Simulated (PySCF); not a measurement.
Rows and methods have been separated. Pair them.

C2H4BF3S.
SMILES: `FCSCB(F)F`

The closed-shell ground state was solved 5 times with PySCF (density fitting, gas phase), always in the pcSseg-1 basis (146 functions), with these functionals: CAM-B3LYP, HF, LDA, OPBE and PBE0. Geometry: PBE0-D3(BJ)/def2-SVP, one conformer, isolated molecule.

```
row  total energy (Eh)  HOMO (eV)  LUMO (eV)  dipole (D)
  P          -801.1503      -8.70       0.74        0.22
  Q          -801.0180      -6.08      -1.24        0.32
  R          -798.6392     -10.30       3.37        0.29
  S          -800.7080      -7.37      -0.41        0.27
  T          -797.0134      -6.25      -1.68        0.29
```

Which functional belongs to which row?

P = CAM-B3LYP, Q = OPBE, R = HF, S = PBE0, T = LDA. By rising HOMO–LUMO gap: LDA (LDA) 4.57 eV; OPBE (GGA) 4.84 eV; PBE0 (global hybrid, 25 % exact exchange) 6.96 eV; CAM-B3LYP (range-separated hybrid) 9.44 eV; HF (all exact exchange) 13.67 eV. Total energies of different functionals aren't bounds to one another; each is stationary for its own functional.

The values belong to the conformer `[F:1][CH2:2][S:3][CH2:4][B:5]([F:6])[F:7]`: F1–C2–S3–C4 70°, C2–S3–C4–B5 81°, S3–C4–B5–F6 89°.
